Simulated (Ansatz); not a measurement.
Saddle point of SnH4S2, closed shell (SnH₄S₂ ([SH][SnH2][SH]) → SnH₂S ([S][SnH2]) + H₂S (still joined by a long Sn–S bond); bonds formed: S2–H4; bonds broken: S3–H4; bonds weakened to dative contacts: Sn1–S2), PBE0-D4/def2-TZVP structure:

Sn1  (-0.806, -0.274, 0.610)
S2  (1.352, -0.377, -0.955)
S3  (-1.411, 1.444, -0.754)
H4  (0.355, 0.637, -1.327)
H5  (-1.399, -1.872, 0.454)
H6  (-0.109, -0.061, 2.161)
H7  (2.017, 0.503, -0.187)
(Å)

Energies are electronic, without zero-point energy. Barriers and step energies count from the start structure reached by relaxing down the imaginary mode; all methods use the PBE0-D4 structures, on which another method's saddle can fall below an end. Computed with Ansatz 0.2.0 (basis: def2-TZVPP, with def2-QZVPP for the basis limit); correlated methods freeze the cores. Filled d shells of the heavier atoms are correlated. Core potentials replace the inner electrons of the atoms past krypton. The def2 sets are not built for correlating such inner shells, so the correlated values are less sure here. B3LYP uses VWN-RPA correlation. Extrapolation: Hartree–Fock as exp(−7.88 √X), correlation as X^−2.97.

```json
{"method": "SPW92", "barrier (kcal/mol)": "27.73", "step energy (kcal/mol)": "29.97"}
{"method": "PBE-D4", "barrier (kcal/mol)": "?", "step energy (kcal/mol)": "28.93"}
{"method": "BLYP-D4", "barrier (kcal/mol)": "31.49", "step energy (kcal/mol)": "27.64"}
{"method": "r2SCAN-D4", "barrier (kcal/mol)": "33.29", "step energy (kcal/mol)": "30.81"}
{"method": "B97M-V", "barrier (kcal/mol)": "35.21", "step energy (kcal/mol)": "30.60"}
{"method": "PBE0-D4", "barrier (kcal/mol)": "34.28", "step energy (kcal/mol)": "31.69"}
{"method": "B3LYP-D4", "barrier (kcal/mol)": "34.94", "step energy (kcal/mol)": "30.14"}
{"method": "r2SCAN0-D4", "barrier (kcal/mol)": "36.01", "step energy (kcal/mol)": "32.51"}
{"method": "BHLYP-D4", "barrier (kcal/mol)": "39.63", "step energy (kcal/mol)": "33.00"}
{"method": "CAM-B3LYP-D4", "barrier (kcal/mol)": "37.92", "step energy (kcal/mol)": "32.44"}
{"method": "wB97X-V", "barrier (kcal/mol)": "?", "step energy (kcal/mol)": "33.63"}
{"method": "wB97M-V", "barrier (kcal/mol)": "37.65", "step energy (kcal/mol)": "32.48"}
{"method": "B2PLYP", "barrier (kcal/mol)": "?", "step energy (kcal/mol)": "30.88"}
{"method": "PBE-QIDH", "barrier (kcal/mol)": "36.89", "step energy (kcal/mol)": "33.22"}
{"method": "RPA on PBE", "barrier (kcal/mol)": "37.18", "step energy (kcal/mol)": "31.17"}
{"method": "HF", "barrier (kcal/mol)": "47.33", "step energy (kcal/mol)": "34.82"}
{"method": "MP2", "barrier (kcal/mol)": "36.17", "step energy (kcal/mol)": "32.22"}
{"method": "CCSD", "barrier (kcal/mol)": "39.92", "step energy (kcal/mol)": "33.12"}
{"method": "CCSD(T)", "barrier (kcal/mol)": "37.51", "step energy (kcal/mol)": "32.09"}
```

(1) Fill in the withheld barriers. (Judge from chemistry; the value comes from the calculation.)

No T1 diagnostic of these runs exceeds 0.017.

Results:

(1) By the calculation: wB97X-V 39.01; PBE-D4 30.10; B2PLYP 36.12 kcal/mol. Each is the energy of the saddle less that of the start structure, by the same method.

For comparison, the barrier by CCSD(T) at an estimated basis limit (MP2 extrapolated from triple and quadruple zeta, plus CCSD(T) − MP2 in triple zeta) is 35.92 kcal/mol.

Labels in which every atom is bracketed show which atoms are joined, not bond orders.

For scale, one of the runs: CCSD(T)/def2-TZVPP, 190 basis functions (an equivalent command: `ansatz run in.yaml --threads 4`). Time: 45 s of wall clock on 4 CPU threads; the host was shared. Peak host memory: 2.1 GiB.
